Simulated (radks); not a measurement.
Trend from Sc+ to Zn+: ionisation energy by Delta-SCF between NIST ground configurations, and size. All-electron calculation, Dirac Kohn-Sham, BLYP, spin-unpolarised, spherical densities, finite nucleus; open shells fill j = l - 1/2 first; Fermi nuclear charge, rms radius of each element as measured or else 0.836 A^(1/3) + 0.57 fm. Program: a radial shooting solver on a logarithmic mesh with Libxc functionals.

species  configuration  IE (eV)  NIST (eV)  kind  outermost  <r> outermost (bohr)  r at 0.001 e/bohr^3 (bohr)
Sc+       [Ar] 3d1 4s1   12.904     12.800  exp.      4s1/2                  3.35                        4.26
Ti+       [Ar] 3d2 4s1   13.714     13.576  exp.      4s1/2                  3.18                        4.19
V+            [Ar] 3d4   14.879      14.63  exp.      3d3/2                  1.56                        3.70
Cr+           [Ar] 3d5   16.020     16.486  exp.      3d5/2                  1.43                        3.64
Mn+       [Ar] 3d5 4s1   15.762     15.640  exp.      4s1/2                  2.80                        3.95
Fe+       [Ar] 3d6 4s1   16.376     16.199  exp.      4s1/2                  2.71                        3.88
Co+           [Ar] 3d8   19.290     17.084  exp.      3d5/2                  1.15                        3.45
Ni+           [Ar] 3d9   20.292     18.169  exp.      3d5/2                  1.08                        3.39
Cu+          [Ar] 3d10   21.260     20.292  exp.      3d5/2                  1.02                        3.34
Zn+      [Ar] 3d10 4s1   18.657     17.964  exp.      4s1/2                  2.40                        3.63

Reference values: NIST Atomic Spectra Database (exp. = measured, semi-emp. = semi-empirical, theory = theoretical value adopted there). Spin polarisation and multiplet splitting are left out, so open shells lie too high by an amount that depends on their filling.

Beside tabulated values, note that spin-unpolarised runs miss the spin-polarisation part of the exchange energy of open shells.
